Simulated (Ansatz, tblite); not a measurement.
Forces on the cluster PbSe2 at its r2SCAN-D4/def2-TZVP geometry. Charge 0, multiplicity 1.

In the def2 sets Pb takes a core potential; there is no spin–orbit coupling. The xTB rows come from tblite. The structure comes from a short search, and lower isomers may exist.

GFN1-xTB (tblite), largest force 0.04 eV/Å:

```xyz
3
positions Å, forces eV/Å
Pb    0.478    1.136    0.935   -0.012   -0.029   -0.023
Se    0.140    0.069   -1.435    0.017    0.033   -0.016
Se   -0.618   -1.204    0.500   -0.005   -0.004    0.040
```

GFN2-xTB (tblite), largest force 0.51 eV/Å:

```
Pb -0.157 -0.372 -0.306
Se -0.019 0.023 0.401
Se 0.176 0.349 -0.095
```

r2SCAN-D4/def2-TZVP (Ansatz), largest force 0.01 eV/Å:

```
Pb 0.001 0.003 0.002
Se 0.001 0.002 -0.006
Se -0.002 -0.004 0.004
```
